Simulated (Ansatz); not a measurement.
Harmonic frequencies (cm⁻¹) at PBE0-D4/def2-TZVP from Ansatz: 141, 346, 371, 417, 466, 537, 566, 635, 711, 784, 834, 934, 1005, 1211, 1254, 1470, 1937, 2197, 2208, 3034, 3082.

Q: Which molecule is it?
A. `S[SiH2]CCl`
B. `C1[O][AlH][SiH2]1`
C. `O[SiH]1[CH2][AlH]1`
D. `S[SiH]1[NH][GeH2]1`

A: B.
